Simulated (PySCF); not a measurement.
Two-dimensional NMR puzzle

Compound of formula C6H9OP. Correlations simulated from computed shifts and the bond graph:

HSQC (one-bond C–H):
```csv
δH,δC
4.69,80.9
3.40,56.6
2.43,36.0
2.37,100.4
2.04,36.0
```

COSY cross peaks (H two or three bonds apart, from the bond graph; peaks can be absent where the dihedral angle is near 90°):
```csv
δH,δH
4.69,2.43
4.69,2.04
2.43,2.04
```

HMBC (two and three bonds, from the bond graph):
```csv
δH,δC
4.69,"56.6, 36.0"
3.40,80.9
2.43,"92.9, 80.9, 36.0"
2.37,92.9
2.04,"92.9, 80.9, 36.0"
```

Carbons without hydrogens: δ 92.9.

PySCF 2.14 calculation with geometry: GFN2-xTB and σ from GIAO-PBE0/pcSseg-1; one averaged value for each set of equivalent atoms, relativity neglected, gas phase, a single conformation.

Shifts are taken against calculated references (same method and geometry level): 1H (31.72 ppm), 13C (186.93 ppm) against TMS.

Exchangeable hydrogens are left out of these lists.

Question: Work out the connectivity.

Answer: SMILES C#CP1CC(OC)C1.

Structure with atom numbers: `[CH:1]#[C:2][P:3]1[CH2:4][CH:5]([O:6][CH3:7])[CH2:8]1`; H(Xn) means a hydrogen on atom n. Ha(C4), Ha(C8) are cis to O6 on the ring; Hb(C4), Hb(C8) are trans to O6 on the ring.

δC 100.4 is C1, a terminal alkyne carbon (δH 2.37). δC 92.9 is C2, an alkyne carbon. δC 80.9 is C5, an sp3 CH bonded to O (δH 4.69). δC 56.6 is C7, a methyl carbon bonded to O (δH 3.40). δC 36.0 is C4/C8, an sp3 CH2 bonded to P (δH 2.04, 2.43). HMBC from δH 2.43 reaches the proton-free carbon C2. HMBC from δH 2.37 reaches the proton-free carbon C2. HMBC from δH 2.04 reaches the proton-free carbon C2. COSY links 4.69–2.43, 4.69–2.04, 2.43–2.04.

The data come from this structure; uniqueness wasn't tested.

Shifts are as computed. Against solution values, carbons near 30 ppm lie about +3 ppm off and those near 130 ppm about +5 ppm. Of 1211 compounds with measured shifts, 218 miss one by over three times the rms of a fit or turn the order of signals round; such compounds aren't used in these exercises.
